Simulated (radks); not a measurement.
Results of a calculation; reference values are marked as such.
Pb V, 78 electrons, occupied as [Xe] 4f14 5d10 (the NIST ground configuration).

Level of theory: Dirac Kohn-Sham, relativistic LDA (MacDonald-Vosko exchange, VWN5 correlation), spin-unpolarised, spherical densities, finite nucleus; Fermi nuclear charge, rms radius 5.5012 fm (a radial shooting solver on a logarithmic mesh with Libxc functionals).

Energy parts (hartree):
| part | energy |
|---|---|
| total | -20863.5027 |
| kinetic | 24157.8254 |
| electron-nucleus | -52627.4213 |
| Hartree | 7938.7463 |
| exchange-correlation | -332.6530 |

Orbitals (lengths in bohr, moments of r in powers of bohr):
orbital  occ.  eigenvalue (hartree)      <r>
1s1/2       2             -3208.804  0.01613
2s1/2       2             -575.4055  0.06720
2p1/2       2             -553.2883  0.05510
2p3/2       4             -473.9593  0.06397
3s1/2       2             -139.3559   0.1746
3p1/2       2             -129.2485   0.1649
3p3/2       4             -111.5299   0.1811
3d3/2       4             -94.73305   0.1572
3d5/2       6             -90.93863   0.1621
4s1/2       2             -32.70004   0.3854
4p1/2       2             -28.30279   0.3863
4p3/2       4             -23.95355   0.4209
4d3/2       4             -16.73543   0.4252
4d5/2       6             -15.91896   0.4363
5s1/2       2              -6.78339   0.8551
4f5/2       6              -6.53022   0.4506
4f7/2       8              -6.34529   0.4569
5p1/2       2              -5.27086   0.9121
5p3/2       4              -4.44692    1.002
5d3/2       4              -2.33573    1.239
5d5/2       6              -2.23524    1.278
6s1/2       0              -1.77509    2.016
6p1/2       0              -1.40257    2.274
6p3/2       0              -1.27839    2.460

The highest occupied level is 5d5/2 at -60.824 eV. The electron density at the nucleus is 2.693e+06 e/bohr^3.
